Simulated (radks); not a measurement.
Task: Radial electron density D(r) = 4 pi r^2 rho(r) of an atom or ion with 9 electrons. All-electron calculation, Dirac Kohn-Sham, PBEsol, spin-unpolarised, spherical densities, point nucleus. Program: a radial shooting solver on a logarithmic mesh with Libxc functionals.

r (bohr)  D(r) (e/bohr)
0.003613         0.4887
0.004378         0.6970
0.005348          1.003
0.006531          1.433
0.007914          2.001
0.009666          2.804
0.01171           3.829
0.01431           5.215
0.01747           6.966
0.02117           8.997
0.02586           11.42
0.03158           14.01
0.03827           16.39
0.04674           18.38
0.05709           19.45
0.06917           19.29
0.08449           17.85
0.1024            15.66
0.125             13.41
0.1527            12.27
0.1851            12.80
0.226             14.71
0.2761            16.63
0.3345            16.92
0.4086            14.71
0.499             10.49
0.6046            6.088
0.7385            2.637
0.8948           0.8705
1.093            0.1876
1.335           0.02523

What is the nuclear charge?

Result: Z = 17. The innermost maximum, from 1s, lies near gamma/Z bohr with gamma = sqrt(1 - (Z/c)^2) = 0.992, here 0.0584 bohr (found: 0.0614), and its height grows with Z. The density is that of the chlorine ion Cl8+ in [He] 2s2 2p5; the configuration itself is not fixed sharply by these data, and Z only to about a unit. D(r) has 2 maxima, at r = 0.0614, 0.311 bohr, and minima at 0.158 bohr, inside which lie 2.21 electrons.
